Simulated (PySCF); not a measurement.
**Sm: ionisation energy**

Sm [Xe] 4f6 6s2 (7F) → Sm⁺ [Xe] 4f6 6s1 (8F), as a difference of total energies. Calculation: PySCF 2.14, in x2c-TZVPPall (11s7p7d4f2g, 113 functions); scalar relativity by spin-free X2C-1e. The calculations carry no spin-orbit coupling.

```json
{"method": "UHF", "ionisation energy (eV)": "4.585", "error (eV)": "-1.041"}
{"method": "PW91", "ionisation energy (eV)": "5.572", "error (eV)": "-0.054"}
{"method": "B3LYP", "ionisation energy (eV)": "5.641", "error (eV)": "+0.015"}
{"method": "M06-L", "ionisation energy (eV)": "5.682", "error (eV)": "+0.056"}
```

Reference: 5.626 eV (measured; NIST levels, between the centres of gravity of the two terms).
